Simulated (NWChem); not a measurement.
Molecule: AuH3O; SMILES [AuH]<-[OH2]

Computed with NWChem. def2 effective core potentials on Au; no spin-orbit coupling. Each level has its own optimisation; frequencies are unscaled.

```json
[
 {"level": "LDA (Slater exchange, VWN5)/def2-SVP", "r Au–H (Å)": "1.546", "r Au–O (Å)": "2.181", "r H–O (Å)": "0.979", "highest harmonic frequency (cm⁻¹)": "3763", "lowest (cm⁻¹)": "361", "zero-point energy (kcal/mol)": "19.8"},
 {"level": "CAM-B3LYP/def2-SVP", "r Au–H (Å)": "1.554", "r Au–O (Å)": "2.238", "r H–O (Å)": "0.967", "highest harmonic frequency (cm⁻¹)": "3909", "lowest (cm⁻¹)": "318", "zero-point energy (kcal/mol)": "20.1"},
 {"level": "PBE-D3(BJ)/def2-SVP", "r Au–H (Å)": "1.553", "r Au–O (Å)": "…", "r H–O (Å)": "0.978", "highest harmonic frequency (cm⁻¹)": "3758", "lowest (cm⁻¹)": "…", "zero-point energy (kcal/mol)": "19.6"}
]
```

**Question.** Complete the blanks.

**Answer.** 
- PBE-D3(BJ)/def2-SVP, r Au–O (Å): 2.273
- PBE-D3(BJ)/def2-SVP, lowest (cm⁻¹): 298
